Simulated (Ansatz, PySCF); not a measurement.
This singlet lies 2.00 eV below the relaxed triplet at the level frozen-core CCSD(T)/cc-pVTZ // PBE0-D3(BJ)/def2-TZVP (Ansatz, a program for electronic structure).

Z-matrix (Å, degrees):
```
Si
Cl 1 2.0913
S 1 2.1439 2 101.16
H 3 1.3448 1 98.26 2 0.00
```
Charge 0, multiplicity 1.

**Question.** Predict the HOMO, LUMO, dipole moment, HOMO–LUMO gap and total energy from PBE0-D3(BJ)/def2-TZVP (PySCF).

**Answer.** 
```yaml
HOMO: -7.34 eV
LUMO: -2.52 eV
dipole_moment: 0.42 D
HOMO–LUMO gap: 4.81 eV
total_energy: -1148.1615 Ha
```
